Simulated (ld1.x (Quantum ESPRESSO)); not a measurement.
Before and after: PAW potential for S (Z = 16)

sulfur (S), PAW, made with ld1.x (Quantum ESPRESSO) 7.5 (PBE, scalar-relativistic). Core [Ne], reference 3s2 3p4. Waves: 3s (bound): rcut 1.00, rcutus 1.30 bohr; 3s channel at -0.05 Ry: rcut 1.00, rcutus 1.30 bohr; 3p (bound): rcut 1.50, rcutus 1.95 bohr; 3p channel at 1.85 Ry: rcut 1.50, rcutus 1.95 bohr. Local part: all-electron potential smoothed inside 1.05 bohr (lloc = -2). Core correction: a·sin(br)/r model core, default radius (ld1.x builds one for every PAW set, though the input has nlcc=.false.). Augmentation charge: PSQ, inside the norm-conserving radii.

Change: waves 3p (bound): rcut 1.50, rcutus 3.00 bohr; 3p channel at 1.85 Ry: rcut 1.50, rcutus 3.00 bohr.

Cutoffs: the cutoffs (Ry, on a coarse ladder) from which the occupation-weighted sum of valence levels, in a spherical-Bessel basis at the reference potential, stays within 10 and 1 mRy of its value at 400 Ry; they do not see the model core or the augmentation charge, which bear on the density cutoff. Errors are all-electron minus pseudo energies relative to the spin-unpolarised reference configuration.

Problem. Predict the effect on cutoff, ghosts and configuration errors.

Solution. The potential gets neither clearly harder nor softer (21 Ry and 40 Ry → 21 Ry and 35 Ry); the s channel sets the loose cutoff, while the largest relative change is in p, which becomes softer; the number of tests with a reliable result goes from 7 to 4 (the test run of the changed file stopped, so its transferability is not established); of the 4 tests that both files solve, the error grows in 2 and shrinks in 1 by more than 15 % and 0.3 meV (median size 1.2 → 1.2 meV); neither file shows a bound ghost.

| quantity | base | changed |
| --- | --- | --- |
| cutoff, loose | 21 Ry | 21 Ry |
| cutoff, tight | 40 Ry | 35 Ry |
| loose cutoff by channel (10 mRy a level) | s 18 Ry, p 12 Ry | s 18 Ry, p 6 Ry |
| bound ghosts | none | none |
| tests with a reliable result | 7 of 7 | 4 of 7 (the test run stopped) |
| error for 3s2 3p3, meV [ΔE 11.77 eV] | -0.5 | +1.8 |
| error for 3s2 3p2, meV [ΔE 34.05 eV] | -1.9 | +0.2 |
| error for 3s2 3p1, meV [ΔE 68.09 eV] | -9.2 | -13 |
| error for 3s2 3p3.5, meV [ΔE 4.66 eV] | -0.2 | +0.5 |
| lowest overlap eigenvalue by channel | s 0.52, p 0.72 | s 0.52, p 0.79 |
